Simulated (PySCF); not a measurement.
Species: C7H12.
Geometry (PBE0-D3(BJ)/def2-SVP, Å), atoms numbered from 1 in this order:
```
atom  x, y, z in Å
C1    -2.0718    0.0508   -0.6539
C2    -1.4164   -0.5257    0.6156
C3    -0.0811    0.0751    0.1515
C4    -0.8807    1.0197   -0.7712
C5     1.0390    0.6171    1.0515
C6     2.0653    0.1135    0.0183
C7     0.9714   -0.8067   -0.5559
H8    -3.0799    0.4826   -0.5661
H9    -2.0799   -0.6834   -1.4740
H10   -1.4516   -1.6146    0.7792
H11   -1.7817   -0.0225    1.5257
H12   -0.4703    1.2312   -1.7716
H13   -1.0893    1.9778   -0.2679
H14    1.0990    0.0549    1.9974
H15    1.0174    1.6934    1.2856
H16    2.9838   -0.3598    0.3957
H17    2.3513    0.9035   -0.6926
H18    1.0114   -1.8137   -0.1102
H19    0.8981   -0.9109   -1.6502
```

Linear response at CAM-B3LYP/def2-SVPD (PySCF, frozen core in the response, non-relativistic).

Static isotropic polarisability: 78.39 au (11.62 Å³), principal values 74.0, 74.4, 86.8 au.

Question: What is the polarisability at 1064 nm and at the sodium D line?

Answer: 78.91 au at 1064 nm (+0.7 %), 80.12 au at 589.3 nm (+2.2 %). The rise at 589.3 nm is 3.33 times that at 1064 nm; a pure ω² law gives 3.26. The lowest singlet lies at 157 nm, shorter than both wavelengths.

Question: What is the isotropic C6 coefficient between two such molecules, C6 = (3/π)∫α(iω)² dω?

Answer: 2733 au (Eh·bohr⁶) by a ten-point quadrature over imaginary frequencies, which is 1630 eV·Å⁶ or 158 J·nm⁶/mol.

Question: Which effective excitation energy ω̄ makes London's formula C6 = (3/4)α²ω̄ exact here?

Answer: ω̄ = 4·C6/(3α²) = 0.593 Eh = 16.1 eV. A one-pole form α(ω) = α/(1 − ω²/ω̄²) fitted to the 1064 nm value gives 14.3 eV. London's choice of the ionisation energy (9.88 eV, ΔSCF at the same level) gives C6 = 1670 au, 39 % too low.

Question: What molar refraction at the D line follows from R = (4π/3)·N_A·α′, with α′ the polarisability volume?

Answer: α′ = 11.87 Å³ gives R = 29.95 cm³/mol, for isolated, non-vibrating species.

Question: What n − 1 at the D line would an ideal gas of it have at 273.15 K and 1 atm (2.6868 × 10¹⁹ cm⁻³), by n − 1 = 2π·N·α′?

Answer: 20.04 × 10⁻⁴, a formal value whether or not that pressure can be reached.

Question: What three-body coefficient follows from the one-pole estimate C9 = (3/4)·α·C6?

Answer: 161000 au. This is an estimate from the two numbers above, not a computed integral.

Question: How anisotropic is the static polarisability, by Δα² = ½[(α1 − α2)² + (α2 − α3)² + (α3 − α1)²]?

Answer: Δα = 12.6 au, or 0.16 of the isotropic value.

Rough CPU time on one thread of a shared machine: about 70 s. This is the whole response run at CAM-B3LYP/def2-SVPD, SCF included.
